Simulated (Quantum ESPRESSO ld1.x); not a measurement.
Problem. N, configuration [He] 2s2 2p3 (the NIST ground configuration). All-electron calculation, non-relativistic Kohn-Sham, Engel-Vosko exchange with Perdew-Wang LDA correlation, spin-unpolarised, spherical densities, point nucleus. Program: ld1.x of Quantum ESPRESSO 7.5. Some entries of the table are withheld. Estimate them.

orbital,occ.,eigenvalue (eV),<r> (bohr),r(max) (bohr)
1s,2,(1),0.2286,0.147
2s,2,-19.2028,(2),(3)
2p,3,-7.4104,(4),(5)

Solution. 
(1) 1s eigenvalue (eV): -387.276
(2) 2s <r> (bohr): 1.310
(3) 2s r(max) (bohr): 1.01
(4) 2p <r> (bohr): 1.502
(5) 2p r(max) (bohr): 0.982
